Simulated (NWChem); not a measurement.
Species: C$_{2}$H$_{6}$N cation; SMILES C=[NH+]C

Program: NWChem. All runs use the structure optimised with PBE0/def2-SVP. Static field.

For level BHandHLYP/aug-cc-pVDZ:

| Property | Value |
|---|---|
| isotropic polarisability (bohr³) | 29.6 |
| anisotropy (bohr³) | 15.3 |

Question: What are these values for level PBE/aug-cc-pVDZ?

Answer: The isotropic polarisability (bohr³) comes out as 30.9. The anisotropy (bohr³) is 16.8.
